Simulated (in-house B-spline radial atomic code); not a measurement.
Computed with a B-spline radial atomic code. Model: two electrons, singlet ground state, non-relativistic, full CI in B-splines with partial waves to l = 8 (at full coupling up to 3e-4 hartree above the limit, correlation up to 0.6 % small), density held at that of full coupling by Lieb maximisation.

Along the adiabatic connection the electron repulsion is scaled by a coupling λ while a local potential keeps the density fixed. At λ = 0 the system is the Kohn-Sham one and W equals the exchange energy; the exchange-correlation energy is the area under W between 0 and 1. The kinetic energy rises with λ as the electrons avoid each other, with dT/dλ = −λ dW/dλ.

Command:
```bash
python run_ac.py task.json out
```
Settings (lengths in bohr, energies in hartree):
```
potential              dot
strength               0.0782
lmax                   8
second                 0.5
```

Time taken, with all properties: 43 s on 1 thread of Intel(R) Xeon(R) Processor @ 2.30GHz (shared host).

**W = mean repulsion less Hartree energy, and W of three functionals.**

Given: confinement charge in harmonic well; well frequency 0.0782 hartree; nuclear charge 0.5; external potential omega^2 r^2/2 - Z/r.

Computed: PBE exchange minus exact 7.4007 millihartree; SCAN exchange minus exact 0.55915 millihartree.

```
coupling  W xc (hartree)  W xc minus exchange (millihartree)  kinetic minus Kohn-Sham (millihartree)  LDA (PW92) W minus its exchange (millihartree)  PBE W minus its exchange (millihartree)  SCAN W minus its exchange (millihartree)
       0        -0.26287                                   0                                       0                                               0                                        0                                         0
    0.02         -0.2647                              -1.832                                    0.02                                           -8.75                                    -2.09                                     -1.81
    0.05        -0.26733                              -4.463                                    0.11                                          -16.84                                    -5.17                                     -4.36
    0.12        -0.27297                             -10.101                                    0.59                                          -29.93                                   -11.85                                     -9.74
    0.25        -0.28189                             -19.017                                    2.22                                          -46.18                                   -22.38                                    -18.18
     0.4        -0.29024                             -27.367                                    4.91                                          -59.27                                   -32.19                                    -26.15
     0.6               ?                                   ?                                       ?                                               ?                                        ?                                         ?
     0.8        -0.30598                             -43.105                                    14.1                                          -81.62                                   -50.76                                    -41.54
       1        -0.31156                             -48.694                                   19.11                                          -89.28                                    -57.5                                    -47.17
     1.4        -0.32003                             -57.162                                   29.17                                         -100.93                                      -68                                    -55.89
       2        -0.32864                             -65.768                                   43.62                                         -113.09                                    -79.2                                    -64.94
       3         -0.3375                             -74.628                                   65.37                                         -126.28                                   -91.57                                    -74.28
     4.5               ?                                   ?                                       ?                                               ?                                        ?                                         ?
       7        -0.35212                             -89.251                                  132.69                                         -150.54                                  -114.68                                    -88.52
```

(1) What belongs in the row 0.6?

(2) What belongs in the row 4.5?

(3) What is the LDA exchange minus exact?

**Energy parts, natural occupations and partial-wave weights.**

Computed: exchange energy -0.26287 hartree; correlation energy -0.029585 hartree; kinetic part of the DFT correlation energy 0.019109 hartree; initial slope twice GL2 -0.093192 hartree; kinetic part over minus potential part 0.39243; Kohn-Sham kinetic 0.17491 hartree; Lieb Oxford ratio E_xc over LDA exchange 1.3001.

```
natural  occupation of the shell (electrons)
      s                               1.8845
      p                             0.080686
      s                             0.032831
      d                                    ?
      p                           0.00052595
      s                           0.00012559
```

(4) What belongs in the row d?

```tsv
wave	weight
s	0.95873
p	?
d	0.00056466
f	6.1979e-05
g	1.3088e-05
```

(5) What belongs in the row p?

(6) What is the total energy?

(7) What is the Hartree energy?

## Answers

(1) W xc (hartree): -0.29905; W xc minus exchange (millihartree): -36.177; kinetic minus Kohn-Sham (millihartree): 9.27; LDA (PW92) W minus its exchange (millihartree): -72; PBE W minus its exchange (millihartree): -42.54; SCAN W minus its exchange (millihartree): -34.69.

(2) W xc (hartree): -0.34515; W xc minus exchange (millihartree): -82.279; kinetic minus Kohn-Sham (millihartree): 93.53; LDA (PW92) W minus its exchange (millihartree): -138.51; PBE W minus its exchange (millihartree): -103.18; SCAN W minus its exchange (millihartree): -82.07.

(3) 37.916 millihartree.

(4) occupation of the shell (electrons): 0.0010648.

(5) weight: 0.04062.

(6) 0.0873 hartree.

(7) 0.52574 hartree.

Half-way to full coupling W has made 65 % of its drop, against 50 % for a straight line, and second-order (GL2) theory, half the initial slope, overshoots the correlation energy by about 57 %: a marked bend. Over couplings 0 to 1 the errors in E_xc come to about +6.8 millihartree for LDA, +2.2 millihartree for PBE, +1.7 millihartree for SCAN, so SCAN is nearest. In LDA and PBE the errors of exchange and correlation have opposite signs, so the sum is smaller than the larger of the two.
